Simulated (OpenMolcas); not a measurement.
**Pm2+: effect of the basis set**

```
Program             : OpenMolcas
Method              : CASSCF
Active space        : 5 electrons in 7 orbitals (4f)
State averaging     : 2S+1 = 6 odd, 21 roots; 2S+1 = 4 odd, 224 roots (128 in the spin-orbit step); 2S+1 = 2 odd, 249 roots kept (CI in the orbitals of an earlier block, 143 in the spin-orbit step)
Spin-orbit coupling : RASSI with atomic mean-field integrals over the reference wave functions, term energies averaged over their components
```

A. ANO-R1 [7s5p3d2f], X2C, finite nucleus; cost of the order of 6 core-minutes
B. ANO-RCC-VDZP [7s6p4d2f1g], DKH2, point nucleus; cost roughly 4 core-minutes
C. ANO-R2 [8s6p4d4f1g], X2C, finite nucleus; cost of the order of 4 core-minutes
D. ANO-RCC-VTZP [8s7p5d3f2g1h], DKH2, point nucleus; cost about 4 core-minutes
E. ANO-R3 [9s7p5d5f3g1h], X2C, finite nucleus; cost of the order of 2.4 core-minutes
F. ANO-RCC-VQZP [9s8p6d4f3g2h], DKH2, point nucleus; cost roughly 5 core-minutes

Energies in cm⁻¹ above 4f⁵ ⁶H°_5/2.

| Level | A | B | C | D | E | F |
| --- | --- | --- | --- | --- | --- | --- |
| 4f⁵ ⁶H°_5/2 | 0.0 | 0.0 | 0.0 | 0.0 | 0.0 | 0.0 |
| 4f⁵ ⁶H°_7/2 | 826 | 830 | 836 | 836 | 835 | 837 |
| 4f⁵ ⁶H°_9/2 | 1818 | 1827 | 1840 | 1840 | 1837 | 1842 |
| 4f⁵ ⁶H°_11/2 | 2937 | 2951 | 2971 | 2971 | 2966 | 2974 |
| 4f⁵ ⁶H°_13/2 | 4153 | 4173 | 4198 | 4198 | 4192 | 4202 |
| 4f⁵ ⁶H°_15/2 | 5440 | 5466 | 5496 | 5496 | 5489 | 5501 |
| 4f⁵ ⁶F°_1/2 | 7066 | 7101 | 7079 | 7080 | 7082 | 7080 |
| 4f⁵ ⁶F°_3/2 | 7298 | 7334 | 7312 | 7313 | 7315 | 7314 |
| 4f⁵ ⁶F°_5/2 | 7740 | 7779 | 7759 | 7760 | 7761 | 7760 |
| 4f⁵ ⁶F°_7/2 | 8451 | 8493 | 8477 | 8479 | 8478 | 8480 |
| 4f⁵ ⁶F°_9/2 | 9421 | 9468 | 9459 | 9460 | 9458 | 9462 |
| 4f⁵ ⁶F°_11/2 | 10599 | 10651 | 10649 | 10650 | 10647 | 10654 |
| 4f⁵ ⁴F°_3/2(1) | 19722 | 19831 | 19728 | 19734 | 19743 | 19728 |
| 4f⁵ ⁴M°_15/2 | 21057 | 21171 | 21066 | 21072 | 21081 | 21066 |
| 4f⁵ ⁴G°_7/2(1) [57 %] | 21090 | 21205 | 21102 | 21108 | 21117 | 21103 |
| 4f⁵ ⁴I°_9/2(1) | 21311 | 21427 | 21334 | 21339 | 21348 | 21335 |
| 4f⁵ ⁴I°_11/2(1) | 21806 | 21924 | 21829 | 21835 | 21844 | 21831 |
| 4f⁵ ⁴M°_17/2 | 22333 | 22452 | 22362 | 22368 | 22377 | 22364 |
| 4f⁵ ⁴I°_13/2(1) [70 %] | 22421 | 22542 | 22444 | 22450 | 22458 | 22445 |
| 4f⁵ ⁴F°_5/2(1) [51 %] | 22853 | 22976 | 22887 | 22893 | 22901 | 22889 |
| 4f⁵ ⁴I°_15/2(1) [69 %] | 23321 | 23446 | 23353 | 23359 | 23367 | 23356 |
| 4f⁵ ⁴G°_9/2(1) [71 %] | 23357 | 23483 | 23393 | 23399 | 23408 | 23396 |
| 4f⁵ ⁴M°_19/2 | 23540 | 23665 | 23585 | 23590 | 23599 | 23587 |
| 4f⁵ ⁴M°_21/2 | 24623 | 24752 | 24678 | 24683 | 24691 | 24680 |

Among A to F the level of the table that moves most is 4f⁵ ⁴M°_21/2, by 130 cm-1 (lowest in A, highest in B).

High states are left out of the spin-orbit mixing, which shifts the levels that they would mix with. Without dynamic correlation excited terms often stand tens of per cent too high (terms of higher spin than the ground term too low), and those without a measured partner can miss by more than the paired ones. Levels of configurations outside the active space are missing. The table leaves out levels that lie high or whose names do not pair safely across all columns.

A share in square brackets marks a mixed level and gives the weight of the term that names it, the lowest over the columns. A number in round brackets counts repeated terms of one configuration in the order of the reference energies. ° marks odd parity.
